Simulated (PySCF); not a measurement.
Spectrum to structure. Level of theory: TDDFT CAM-B3LYP/def2-SVPD, vertical, gas phase, core orbitals frozen in the response (PySCF). Geometries: PBE0-D3(BJ)/def2-SVP, one conformer each. Relativistic effects are left out although some hold elements past zinc.

```
state  λ (nm)       f
   S1   264.1  0.0020
   S2   236.9  0.0000
   S3   176.7   0.016
   S4   165.0  0.0011
   S5   161.3   0.208
   S6   158.2   0.141
   S7   153.6   0.079
   S8   153.3   0.067
   S9   152.8   0.037
  S10   147.0   0.044
  S11   146.3   0.056
  S12   142.6  0.0034
  S13   139.8   0.080
  S14   139.7   0.102
  S15   134.7  0.0098
```

Task: Which structure fits?
A. GaH2Et (`[H][Ga]([H])[CH2]C`)
B. aminoacetonitrile (`N#CCN`)
C. SiMe2H2 (`[H][Si]([H])(C)C`)

Result: A. Its S1, at 4.69 eV, is the lowest among the candidates; the nearest of the others has S1 at 6.47 eV. S1 is HOMO→LUMO (98%). Löwdin shares by element: HOMO carbon 47%, gallium 24%, hydrogen 7% or more (atoms not listed hold the other 22%); LUMO gallium 62%, hydrogen 19% or more, carbon 8% or more. At the same level the other candidates give, for their lowest levels:
- `[H][Si]([H])(C)C`: 149 nm (f 0.081); 145 nm (f 0.020); 144 nm (f 0.050); 141 nm (f 0.000); 140 nm (f 0.023); T1 8.06 eV; HOMO -10.23, LUMO 1.25 eV
- `N#CCN`: 192 nm (f 0.010); 165 nm (f 0.002); 159 nm (f 0.018); 157 nm (f 0.010); 153 nm (f 0.008); T1 6.13 eV; HOMO -9.38, LUMO 0.74 eV

Orbitals of the list HOMO-3 to LUMO+2 that lie within 0.01 eV of each other are written together with a slash and their weights summed (≥ marks a lower bound); for degenerate orbitals outside that list single weights are arbitrary.
Triplets come from the Tamm–Dancoff approximation.
